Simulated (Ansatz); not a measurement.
`C=CN[SiH3]` + `N=C[SeH]` → `C=C[Se]C=N` + `N[SiH3]`  (substitution at a C–N bond)

Gas-phase electronic energies from Ansatz, PBE0-D4/def2-TZVP geometries. CCSD(T)/CBS is the MP2 limit (def2-TZVPP, def2-QZVPP) plus CCSD(T) − MP2 in def2-TZVPP, frozen cores. This one scheme is used for every species. DFT in def2-TZVPP. B3LYP here is the variant with VWN-RPA as its local correlation; programs differ in this. For Se outer-core shells are correlated without core-valence functions, which leaves a few kJ/mol of doubt a bond. Scalar relativity is left out up to krypton. Each species was taken in one conformer, which may not be the lowest.

`C=CN[SiH3]`:

Cartesian coordinates in Å:
```
C -0.166 -1.842 -1.126
C -0.314 -0.878 -0.218
N 0.452 0.266 -0.096
Si 0.102 1.604 0.941
H 0.599 -1.795 -1.894
H -0.812 -2.707 -1.110
H -1.096 -0.965 0.534
H 1.188 0.352 -0.781
H 1.352 2.396 1.054
H -0.981 2.491 0.432
H -0.324 1.078 2.263
```

`N=C[SeH]`:

Cartesian coordinates in Å:
```
N 0.871 -0.498 -1.012
C 0.021 -0.036 -0.210
Se 0.422 0.033 1.648
H 0.527 -0.475 -1.970
H -0.970 0.350 -0.466
H -0.871 0.626 2.010
```

`C=C[Se]C=N`:

```xyz
10

C    -0.091    1.191   -2.064
C    -0.086    0.673   -0.845
Se    0.310   -1.132   -0.453
C     0.111   -1.015    1.430
N     0.285   -2.027    2.155
H    -0.330    2.237   -2.212
H     0.137    0.607   -2.949
H    -0.319    1.280    0.026
H    -0.159   -0.008    1.773
H     0.143   -1.807    3.139
```

`N[SiH3]`:

Z-matrix (Å, degrees):
```
Si
N 1 1.720
H 1 1.486 2 107.9
H 1 1.494 2 116.0 3 -120.3
H 1 1.486 2 107.9 3 119.4
H 2 1.007 1 119.6 3 -168.6
H 2 1.007 1 119.6 3 49.2
```

(1) Is it downhill or uphill in electronic energy at CCSD(T)/CBS, and by how much? (An estimate is asked.)

(2) What do these levels give: PBE-D4, PBE0-D4, B3LYP-D4, B2PLYP, PBE0, MP2/def2-TZVPP, SCS-MP2/def2-TZVPP, CCSD(T)/def2-TZVPP, MP2/def2-QZVPP, SCS-MP2/def2-QZVPP, MP2/CBS(def2), CCSD/CBS(def2)? (Best estimate.)

Largest T1 diagnostic among the species: 0.012.

Answers

(1) Computed: Downhill: ΔE = -7.3 kJ/mol.

(2) Computed: PBE-D4 -1.2, PBE0-D4 0.6, B3LYP-D4 0.7, B2PLYP -2.8, PBE0 1.0, MP2/def2-TZVPP -11.3, SCS-MP2/def2-TZVPP -8.4, CCSD(T)/def2-TZVPP -6.5, MP2/def2-QZVPP -11.8, SCS-MP2/def2-QZVPP -8.9, MP2/CBS(def2) -12.1, CCSD/CBS(def2) -4.9 kJ/mol.

In def2-TZVPP, CCSD(T) changes the Hartree–Fock value by −14.2 kJ/mol (the triples alone add −2.4 kJ/mol) and MP2 by −19.1 kJ/mol.
